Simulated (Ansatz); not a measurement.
`C[SiH]1C=C1` → `C1=C[SiH2]1` + `[CH2]` (triplet) at 298.15 K and 1 bar (formal loss of a carbene).

Calculated with Ansatz (gas phase, PBE0-D4/def2-TZVP geometries, no zero-point term in ΔE). CCSD(T)/CBS adds triple-zeta CCSD(T) − MP2 to the extrapolated MP2 energy (def2 sets, frozen cores). This one scheme is used for every species. Triplets are unrestricted, without spin–orbit coupling.

```csv
species,CCSD(T)/CBS energy (Eh),H − E (kJ/mol),S (J/(mol·K))
`C[SiH]1C=C1`,-406.78530,215.7,303.4
`C1=C[SiH2]1`,-367.50726,135.2,257.6
`[CH2]` (triplet),-39.09499,55.4,195.3
```

H − E and S are ideal-gas, rigid-rotor, harmonic terms from PBE0-D4/def2-TZVP, with the whole ground term of open shells counted as degenerate. 1 Eh = 2625.50 kJ/mol, R = 8.31446 J/(mol·K).

Q: By hand: ΔE, ΔH, ΔS and ΔG.

A: ΔE = (-367.50726) + (-39.09499) − (-406.78530) = 0.18305 Eh = 480.6 kJ/mol. Δ(H − E) = 135.2 + 55.4 − 215.7 = -25.1, so ΔH = 455.5 kJ/mol. ΔS = 257.6 + 195.3 − 303.4 = 149.5 J/(mol·K). ΔG = 455.5 − 298.15 × (149.5)/1000 = 410.9 kJ/mol.

Q: By hand: the equilibrium constant, and the temperature at which ΔG would vanish if ΔH and ΔS stayed fixed.

A: log₁₀ K = −ΔG/(RT ln 10) = -72.0. ΔG = 0 at ΔH/ΔS = 3047 K, far beyond where these terms or the molecules hold.

The number of gas molecules changes by +1, which sets the sign of ΔS. A doubt of 5 kJ/mol in ΔE shifts log₁₀ K by 0.9 here. A triplet takes part, so the spin changes. These are equilibria of isolated gas molecules and say nothing of rates. Largest T1 diagnostic: 0.013 (customary marks: 0.02 for closed shells, 0.045 for open ones).
